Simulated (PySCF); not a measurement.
**Property card for `CC#CC#CCC[SiH](C)C`**

C₉H₁₄Si.
Cartesian coordinates in Å at the GFN2-xTB level; atoms count from 1:
```
atom  x, y, z in Å
C1     6.2280   -0.8837    0.9437
C2     4.8705   -0.4571    0.7045
C3     3.7378   -0.0944    0.5024
C4     2.4635    0.3183    0.2718
C5     1.3438    0.7145    0.0560
C6    -0.0196    1.1309   -0.1816
C7    -1.0129    0.0247    0.1933
Si8   -2.8316    0.5486   -0.0578
C9    -3.9715   -0.8440    0.5533
C10   -3.1592    0.8885   -1.9023
H11    6.6979   -0.2383    1.6869
H12    6.2413   -1.9107    1.3105
H13    6.8047   -0.8329    0.0193
H14   -0.1331    1.3908   -1.2386
H15   -0.2256    2.0299    0.4081
H16   -0.8449   -0.2545    1.2353
H17   -0.7859   -0.8636   -0.4005
H18   -3.0906    1.7771    0.7189
H19   -5.0150   -0.5755    0.4228
H20   -3.8018   -1.7698    0.0113
H21   -3.8161   -1.0495    1.6078
H22   -4.2006    1.1453   -2.0725
H23   -2.5575    1.7142   -2.2708
H24   -2.9334    0.0192   -2.5144
```

Some functional groups and rings: alkyne, Si–H bond and C–Si bond.

From GFN2-xTB geometry:

```yaml
Point_group_of_the_GFN2-xTB_geometry: C1
Rotational_constants_A_B_C_of_the_GFN2-xTB_geometry: 3.745, 0.273, 0.263 GHz
```

**PBE0/pcSseg-1 ground state and GIAO shieldings, non-relativistic (PySCF)**

```yaml
Dipole_moment: 0.61 D
HOMO_energy: -6.66 eV
LUMO_energy: -0.06 eV
HOMO–LUMO_gap: 6.60 eV
Lowest_Hirshfeld_atomic_charge: -0.22 e on C10
Highest_Hirshfeld_atomic_charge: +0.38 e on Si8
13C_chemical_shifts_computed_TMS_as_zero_by_class: 84.0 (C5), 78.8 (C2), 73.4 (C4), 72.8 (C3), 19.4 (C7), 17.6 (C6), 5.5 (C1), -4.0 (C9/C10) ppm
1H_chemical_shifts_computed_TMS_as_zero_by_class: 4.29 (H18), 2.27 (H14/H15), 2.11 (H11/H12/H13), 0.95 (H16/H17), 0.07 (H19/H20/H21/H22/H23/H24) ppm
Isotropic_shieldings_of_nuclei_other_than_C_and_H_by_class: 365 (Si8) ppm
Mayer_bond_orders_between_heavy_atoms: C1–C2 1.24, C2–C3 2.21, C3–C4 1.02, C4–C5 2.16, C5–C6 1.22, C6–C7 1.04, C7–Si8 0.89, Si8–C9 0.97, Si8–C10 0.96
```

Monoisotopic mass (most abundant isotopes): 150.0865 u.

The rotational constants make it an asymmetric top with κ = (2B − A − C)/(A − C) = -0.99, nearer the prolate limit (−1). The dipole matches unit charges of opposite sign 0.13 Å apart (1 e·Å = 4.8032 D). With B = h/(8π²I), that is 505.379 GHz u Å² over I, the principal moments of inertia are 134.9, 1849.0 and 1921.9 u Å² (most abundant isotopes); the inertial defect Ic − Ia − Ib is -62.0 u Å² (zero for a rigid planar frame, negative otherwise).

Geometry: GFN2-xTB, one conformer, isolated molecule. GFN2-xTB frequencies show an imaginary mode (36i cm⁻¹), so this geometry is no minimum at that level. NMR classes are plain means over equivalent atoms (diastereotopic ones count apart unless rotation or inversion swaps them), as if these changed places fast; in this geometry the members of some classes differ.
